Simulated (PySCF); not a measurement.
B3LYP has the VWN-RPA correlation part, as in Gaussian. Delta-SCF ions had no search for a lower state. Excitations are Tamm–Dancoff values on a coarser integration grid. The basis has no diffuse functions, so Rydberg states are missing or too high.

## C$_{8}$H$_{13}$BO, SMILES `[C@H]1(C[C@@H]2[C@H](C[C@H]1C2)C=O)B` (charge 0, multiplicity 1)

All values below come from B3LYP-D3(BJ)/def2-TZVP // PBE0-D4/def2-SVP (PySCF 2.14.0).

```json
{
  "HOMO": "-7.17 eV",
  "dipole_moment": "2.50 D",
  "HOMO–LUMO gap": "5.56 eV",
  "LUMO": "-1.60 eV",
  "S1 excitation (TDA)": "4.35 eV",
  "S1 oscillator strength": "0.000",
  "T1 excitation (TDA)": "3.75 eV",
  "S1–T1 gap (TDA)": "0.60 eV",
  "vertical ionisation energy (Delta-SCF)": "9.38 eV",
  "total_energy": "-412.9071 Ha",
  "cost": "around 13 core-minutes (rough)"
}
```

```xyz
23

B     -2.0516     1.7883    -0.4529
C     -1.4929     0.4807     0.1608
C     -0.6110     0.5083     1.4413
C      0.5109    -0.4844     1.1036
C     -0.2308    -1.5449     0.2801
C     -0.7709    -0.5392    -0.7427
C      0.5287     0.1046    -1.2487
C      1.4109     0.1636     0.0170
C      2.7028    -0.6030    -0.1032
O      3.0192    -1.2994    -1.0305
H     -2.2632     2.7592     0.2411
H     -2.3886     1.8246    -1.6167
H     -2.4956     0.0553     0.4278
H     -1.1687     0.1688     2.3277
H     -0.2181     1.5100     1.6728
H      1.0650    -0.8438     1.9844
H      0.4358    -2.3026    -0.1605
H     -1.0216    -2.0543     0.8533
H     -1.4043    -0.9447    -1.5440
H      1.0222    -0.5290    -2.0015
H      0.3618     1.0945    -1.6995
H      1.6807     1.1895     0.3236
H      3.3792    -0.5020     0.7869
```
